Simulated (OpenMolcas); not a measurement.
# Ti III: input and output

Input:

```
&GATEWAY
Coord
1

Ti 0.0 0.0 0.0
Basis=ANO-R1
Group=XYZ
NoMove
AngMom=0.0 0.0 0.0
AMFI
&SEWARD
&RASSCF
FileOrb=start.orb
Symmetry=1
Spin=3
nActEl=2 0 0
Inactive=3 6
Ras2=5 0
CIRoot=10 10 1
SDav=10
CIMx=300
Iter=120 100
PrWF=0.3
OrbListing=Nothing
MaxOrb=0
Atom
>>> COPY $Project.JobIph JOB001
&RASSCF
FileOrb=start.orb
Symmetry=1
Spin=1
nActEl=2 0 0
Inactive=3 6
Ras2=5 0
CIRoot=15 15 1
SDav=15
CIMx=300
Iter=120 100
PrWF=0.3
OrbListing=Nothing
MaxOrb=0
Atom
>>> COPY $Project.JobIph JOB002
&RASSI
NrOfJobIphs=2 10 15
1 2 3 4 5 6 7 8 9 10
1 2 3 4 5 6 7 8 9 10 11 12 13 14 15
IphNames
JOB001
JOB002
EJob
SpinOrbit
DIPRint=1.0
SOCoupling=1000.0
Subsets=2
MEES
Property=10
'ANGMOM' 1 'ANGMOM' 2 'ANGMOM' 3 'MLTPL  1' 1 'MLTPL  1' 2 'MLTPL  1' 3
'AMFI' 1 'AMFI' 2 'AMFI' 3 'MLTPL  2' 6
SOProperty=3
'ANGMOM' 1 'ANGMOM' 2 'ANGMOM' 3
```

Launched by
```bash
OMP_NUM_THREADS=1 MOLCAS_MEM=1689 MOLCAS_PROJECT=a pymolcas a.inp > a.log  # once for each step of the input, in one work folder
```

A driver script runs the steps one by one and writes start.orb anew before each from the orbitals found so far.

Output, cut to the results:

```
--- SEWARD ---
Basis set label: TI.ANO-R...5S4P3D1F.

      Electronic valence basis set:
      ------------------
      Associated Effective Charge  22.000000 au
      Associated Actual Charge     22.000000 au
      Nuclear Model: Finite nucleus - Gaussian distribution
        Gaussian exponent, Xi/bohr**(-2):  3.22631E+08

      Shell  nPrim  nBasis  Cartesian Spherical Contaminant
         s      19       5        X
         p      12       4        X
         d       8       3                 X
         f       5       1                 X
                  Relativistic X2C integrals
                  Atomic mean-field integrals
--- RASSCF ---
Wave function specifications:
      -----------------------------

      Number of closed shell electrons          18
      Number of electrons in active shells       2
      Max number of holes in RAS1 space          0
      Max nr of electrons in RAS3 space          0
      Number of inactive orbitals                9
      Number of active orbitals                  5
      Number of secondary orbitals              25
      Spin quantum number                      1.0
      State symmetry                             1
Orbital specifications:
      -----------------------

      Symmetry species                           1   2
                                                ag  au
      Frozen orbitals                            0   0
      Inactive orbitals                          3   6
      Active orbitals                            5   0
      RAS1 orbitals                              0   0
      RAS2 orbitals                              5   0
      RAS3 orbitals                              0   0
      Secondary orbitals                        12  13
      Deleted orbitals                           0   0
      Number of basis functions                 20  19
      Number of CSFs                            10
      Number of root(s) required                10
      Iter CI   SX   CI       RASSCF       Energy    max ROT     max BLB   max BLB  Level Ln srch  Step   QN
          iter iter root      energy       change     param      element    value   shift minimum  type update
 Nr of preliminary CI iterations:   1
        1   1    7    0  -852.02261922    0.00E+00   1.71E-01*   4   7 2  1.23E-01*  0.00   0.00    SX    NO
        2   1    8    0  -852.04459931   -2.20E-02* -1.23E-01*   6  12 2  7.46E-02*  0.03   0.00    SX    NO
        3   1    8    0  -852.04574753   -1.15E-03* -1.15E-01*   4  10 2 -3.85E-02*  0.00   0.00    SX    NO
        4   1    8    0  -852.04823251   -2.48E-03*  1.07E-01*   4  10 2  3.06E-02*  0.02   0.00    SX    NO
        5   1    8    0  -852.04740746    8.25E-04* -3.25E-02    5  11 2 -2.57E-02*  0.00   0.48    LS   YES
        6   1    7    0  -852.05186559   -4.46E-03*  3.77E-02    5  11 2 -7.75E-03*  0.00   1.70    SX   YES
        7   1    7    0  -852.05244482   -5.79E-04*  1.40E-02    4  10 2  6.62E-03*  0.00   0.62    QN   YES
        8   1    6    0  -852.05278699   -3.42E-04* -2.04E-04    5   8 2 -4.13E-04*  0.00   1.00    QN   YES
        9   1    5    0  -852.05278726   -2.77E-07*  4.68E-05    6   9 2 -5.04E-05   0.00   1.19    QN   YES
       10   1    5    0  -852.05278727   -9.61E-09  -8.63E-06    4  10 2  1.02E-05   0.00   0.91    QN   YES
      Convergence after 10 iterations
       11   1    5    0  -852.05278727   -2.72E-10  -8.63E-06    4  10 2 -3.14E-06   0.00   0.91    QN   YES
      Natural orbitals and occupation numbers for root  1
      sym 1:  -0.000000   0.136250   0.863750   0.136250   0.863750
      Natural orbitals and occupation numbers for root  2
      sym 1:   0.823237   0.823237   0.176763  -0.000000   0.176763
      Natural orbitals and occupation numbers for root  3
      sym 1:   0.741502   0.258498   0.741502   0.258498  -0.000000
::    RASSCF root number  1 Total energy:   -852.07103610
::    RASSCF root number  2 Total energy:   -852.07103610
::    RASSCF root number  3 Total energy:   -852.07103610
::    RASSCF root number  4 Total energy:   -852.07103610
::    RASSCF root number  5 Total energy:   -852.07103610
::    RASSCF root number  6 Total energy:   -852.07103610
::    RASSCF root number  7 Total energy:   -852.07103610
::    RASSCF root number  8 Total energy:   -852.01020669
::    RASSCF root number  9 Total energy:   -852.01020669
::    RASSCF root number 10 Total energy:   -852.01020669
--- RASSCF ---
Wave function specifications:
      -----------------------------

...
--- RASSI ---
SPIN-FREE ENERGIES:
  (Shifted by EMIN (a.u.) =       -852.0710360951)

 SF State       Relative EMIN(au)   Rel lowest level(eV)    D:o, cm**(-1)      L_eff

     1             0.0000000000        0.0000000000              0.0000         3.0
     2             0.0000000000        0.0000000000              0.0000         3.0
     3             0.0000000000        0.0000000000              0.0000         3.0
     4             0.0000000000        0.0000000000              0.0000         3.0
     5             0.0000000000        0.0000000000              0.0000         3.0
     6             0.0000000000        0.0000000000              0.0000         3.0
     7             0.0000000000        0.0000000000              0.0000         3.0
    11             0.0502157254        1.3664394984          11021.0778         2.0
    12             0.0502157254        1.3664394984          11021.0778         2.0
    13             0.0502157254        1.3664394984          11021.0778         2.0
    14             0.0502157254        1.3664394984          11021.0778         2.0
    15             0.0502157254        1.3664394984          11021.0778         2.0
    10             0.0608294036        1.6552523961          13350.5109         1.0
     8             0.0608294036        1.6552523961          13350.5109         1.0
     9             0.0608294036        1.6552523961          13350.5109         1.0
    16             0.0779719162        2.1217239283          17112.8576         4.0
    17             0.0779719162        2.1217239283          17112.8576         4.0
    18             0.0779719162        2.1217239283          17112.8576         4.0
    19             0.0779719162        2.1217239283          17112.8576         4.0
    20             0.0779719162        2.1217239283          17112.8576         4.0
    21             0.0779719162        2.1217239283          17112.8576         4.0
...
```

Levels above the lowest, from the spin-orbit matrix, grouped by J:

| Configuration | Term | J | E (cm⁻¹) | Measured (cm⁻¹) | g | Term weight % |
| --- | --- | --- | --- | --- | --- | --- |
| 3d² | ³F | 2 | 0.0 | 0.0 | 0.666 | 100 |
| 3d² | ³F | 3 | 190 | 185 | 1.084 | 100 |
| 3d² | ³F | 4 | 437 | 420 | 1.251 | 100 |
| 3d² | ¹D | 2 | 11263 | 8474 | 1.003 | 99 |
| 3d² | ³P | 0 | 13475 | 10538 |  | 100 |
| 3d² | ³P | 1 | 13540 | 10604 | 1.501 | 100 |
| 3d² | ³P | 2 | 13677 | 10721 | 1.498 | 99 |
| 3d² | ¹G | 4 | 17365 | 14398 | 1.000 | 100 |
| 3d² | ¹S | 0 | 42143 | 32476 |  | 100 |

Against the 8 measured excited levels shown (Corliss and Sugar, J. Phys. Chem. Ref. Data 8, 1 (1979)) the mean absolute deviation is 3000 cm-1; the largest miss in energy is 3d² ¹S₀: computed 42143, measured 32476 cm⁻¹ (+29.8 %).

Without dynamic correlation excited terms often stand tens of per cent too high (terms of higher spin than the ground term too low), and those without a measured partner can miss by more than the paired ones. Computed and measured levels are paired by configuration, term and J; levels that our copy of the source lacks, or whose pairing is in doubt (as where it misses far off the trend of its configuration), stay unpaired and out of the deviations. Levels of configurations outside the active space are missing.

The term weight is that of the spin-free term in the level, not the purity of its configuration.
